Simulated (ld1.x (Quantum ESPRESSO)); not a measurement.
## ruthenium: variants of one TM semilocal potential

Base potential:

ld1.x (Quantum ESPRESSO) 7.5 input, shortened:

```
&input
   title='Ru', zed=44., rel=1, dft='BLYP', iswitch=3,
   config='[Kr] 4d6 5s2 5p0'
 /
 &inputp
   pseudotype=1, tm=.true., lloc=2,
   nlcc=.false.
 /
3
4S  1  0   2.00   0.00  1.30  1.30  0.0
4P  2  1   6.00   0.00  1.10  1.10  0.0
4D  3  2   6.00   0.00  1.60  1.60  0.0
 &test
   configts(1)='4s2 4p6 4d6 5s2 5p0'
 /
```

Occupied shells without a wave of their own: 5s. They enter only through the test configuration that unscreens the potential.

Cutoffs, loose and tight: the cutoffs (Ry, on a coarse ladder) from which the occupation-weighted sum of valence levels, in a spherical-Bessel basis at the reference potential, stays within 10 and 1 mRy of its value at 400 Ry. They do not see the model core or the augmentation charge, which bear on the density cutoff. Test errors are all-electron minus pseudo excitation energies from the reference, over the configurations 4s2 4p6 4d7 5s1 5p0; 4s2 4p6 4d7 5s0 5p0; 4s2 4p6 4d6 5s0 5p0; 4s2 4p6 4d8 5s0 5p0; 4s1 4p6 4d7 5s1 5p0; 4s2 4p6 4d7.5 5s0.5 5p0; 4s2 4p6 4d6 5s1 5p0. A dash means not determined; rows that change the core or the reference have their own tests.

A semilocal file is local in each channel, so a ghost entry of none says nothing of the separable form that plane-wave codes build from it.

| change | outcome | cutoff, loose | cutoff, tight | bound ghosts | largest test error (meV) |
| --- | --- | --- | --- | --- | --- |
| base | generated, misses its reference levels by 0.32 eV | 120 Ry | 160 Ry | none | -1044 |
| wave 4d (bound): rc 1.60 bohr becomes 4d (bound): rc 1.04 bohr | generated, misses its reference levels by 0.32 eV | 140 Ry | 230 Ry | none | -1044 |
| wave 4d (bound): rc 1.60 bohr becomes 4d (bound): rc 1.38 bohr | generated, misses its reference levels by 0.32 eV | 120 Ry | 160 Ry | none | -1043 |
| wave 4d (bound): rc 1.60 bohr becomes 4d (bound): rc 1.52 bohr | generated, misses its reference levels by 0.32 eV | 120 Ry | 160 Ry | none | -1044 |
| wave 4d (bound): rc 1.60 bohr becomes 4d (bound): rc 1.90 bohr | generated, misses its reference levels by 0.32 eV | 120 Ry | 160 Ry | none | -1044 |
| wave 4d (bound): rc 1.60 bohr becomes 4d (bound): rc 2.16 bohr | generated, misses its reference levels by 0.32 eV | 120 Ry | 160 Ry | none | -1045 |
| wave 4d (bound): rc 1.60 bohr becomes 4d (bound): rc 2.40 bohr | generated, misses its reference levels by 0.32 eV | 120 Ry | 160 Ry | none | -1049 |

Reading the sweep of the d radius (base included, trends over the rows without a ghost): The loose cutoff stays near 120 Ry. The median size of the test errors (rows with all tests solved) stays near 415.9 meV.
